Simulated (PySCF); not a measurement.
Compound: GeH6OSeSi.
Cartesian coordinates in Å at the PBE0-D3(BJ)/def2-SVP level; atoms count from 1:
```xyz
10
GeH6OSeSi angstrom
Ge    -1.5146    0.8470    0.3841
O     -0.4701    0.0620   -0.8392
Si     0.8055   -0.9762   -0.7151
Se     2.0392   -0.5960    1.1719
H     -1.9064   -0.1924    1.4486
H     -2.7364    1.3363   -0.4050
H     -0.7367    2.0183    1.0045
H      0.3669   -2.3926   -0.5484
H      1.6454   -0.8158   -1.9319
H      2.5169    0.7125    0.6958
```

Computed with TDDFT CAM-B3LYP/def2-SVPD, vertical, gas phase, core orbitals frozen in the response in PySCF 2.14.0, density-fitted response routines. Relativistic effects, spin–orbit coupling among them, are left out although an element past zinc is present.

Frontier orbitals with the atoms that hold most of them (Löwdin shares over 4%, at most four atoms; ? is withheld):

```csv
orbital,ε (eV),atoms
HOMO-3,-10.97,"Ge1 29%, H6 23%, O2 13%, Se4 10%"
HOMO-2,-10.09,"O2 37%, Si3 14%, Ge1 10%, H9 9%"
HOMO-1,-9.73,?
HOMO,?,?
LUMO,0.53,"Se4 36%, Ge1 17%, H10 15%, Si3 14%"
LUMO+1,0.62,"Ge1 32%, O2 13%, Si3 11%, H5 10%"
LUMO+2,0.98,"Se4 63%, Si3 14%, H9 8%, O2 5%"
```

**Question.** Give the leading atoms of the HOMO.

**Answer.** Se4 (bonded to Si and H) 79%; Si3 (bonded to O, Se and 2 H) 8%; H10 (bonded to Se) 6%.

**Question.** Which atoms hold the HOMO-1, and with what shares?

**Answer.** Se4 (bonded to Si and H) 43%; O2 (bonded to Ge and Si) 25%; Si3 (bonded to O, Se and 2 H) 14%; H8 (bonded to Si) 4%.

**Question.** What is the HOMO energy, and the HOMO–LUMO gap?

**Answer.** ε(HOMO) = -8.44 eV; the gap is 8.97 eV (0.3296 hartree).

**Question.** How does S1 compare with the orbital gap of 8.97 eV?

**Answer.** S1 is at 5.45 eV (f = 0.0080), 3.52 eV below the gap, made of HOMO→LUMO (56%), HOMO→LUMO+3 (19%), HOMO→LUMO+2 (18%). Without the coupling terms of the response equations the lowest excitation would equal the gap.

Next come S2 at 6.06 eV (f 0.045), HOMO→LUMO+2 (65%), HOMO→LUMO (26%); S3 at 6.46 eV (f 0.036), HOMO→LUMO+1 (75%); S4 at 7.11 eV (f 0.0040), HOMO-1→LUMO (38%), HOMO-1→LUMO+1 (31%), HOMO-2→LUMO+1 (17%); S5 at 7.15 eV (f 0.010), HOMO-1→LUMO (38%), HOMO-1→LUMO+1 (19%), HOMO-1→LUMO+3 (14%).

Time: 57 s of wall time. Hardware: one thread of an Arm Neoverse V2, shared host.

One conformer stands for the species.
